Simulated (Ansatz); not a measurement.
Geometry optimisation, RKS r2SCAN/def2-SVP in Ansatz 0.2.0.

input.yaml

```yaml
crystal:
  periodic: [false, false, false]
  atoms:
    - { symbol: C, position_ang: [0.1894, -1.9037, -0.0769] }
    - { symbol: Si, position_ang: [0.6253, -0.0953, 0.1879] }
    - { symbol: F, position_ang: [1.5742, 0.3371, -1.0285] }
    - { symbol: C, position_ang: [-0.7653, 1.0436, 0.2363] }
    - { symbol: F, position_ang: [-1.5968, 0.8373, -0.8937] }
    - { symbol: S, position_ang: [-0.3256, 2.7832, 0.3018] }
    - { symbol: H, position_ang: [-0.3766, -1.9707, -1.027] }
    - { symbol: H, position_ang: [-0.4657, -2.2028, 0.7112] }
    - { symbol: H, position_ang: [1.0256, -2.49, -0.0874] }
    - { symbol: H, position_ang: [1.4109, -0.0091, 1.4787] }
    - { symbol: H, position_ang: [-1.4819, 0.8203, 1.1271] }
    - { symbol: H, position_ang: [0.2636, 2.795, -0.8955] }
basis:
  gaussian: { orbitals: def2-SVP }
hamiltonian:
  xc: r2scan
relax:
  f_tol: 0.015
  max_steps: 40
output:
  orbitals: {}
```

Run as:

```bash
$ ansatz run input.yaml --threads 2 --pin off --max-ram 3072MiB --backend cpu --events-out ev --progress --plain --runs-dir out
```

Question: Where does it end, and by what steps?

Answer: The run converged. After 7 steps the energy has fallen by 0.486 eV; H12 moved furthest, 0.34 Å.

```tsv
step	energy less start (eV)	largest force component (eV/Å)	accepted
0	0.0000	3.414	yes
1	-0.3923	1.500	yes
2	-0.4664	0.439	yes
3	-0.4806	0.216	yes
4	-0.4847	0.087	yes
5	-0.4857	0.031	yes
6	-0.4861	0.015	yes
7	-0.4862	0.010	yes
```

```xyz
12
Properties=species:S:1:pos:R:3
C 0.168 -1.844 -0.122
Si 0.656 -0.098 0.260
F 1.622 0.461 -0.938
C -0.873 1.029 0.242
F -1.717 0.604 -0.789
S -0.425 2.776 0.096
H -0.455 -1.860 -1.030
H -0.427 -2.269 0.703
H 1.043 -2.493 -0.281
H 1.389 0.070 1.543
H -1.441 0.970 1.189
H 0.538 2.599 -0.839
```

Time of the run: 28 s on 2 threads of Intel(R) Xeon(R) Platinum 8488C (Sapphire Rapids), on a shared host, peak memory 0.21 GiB.
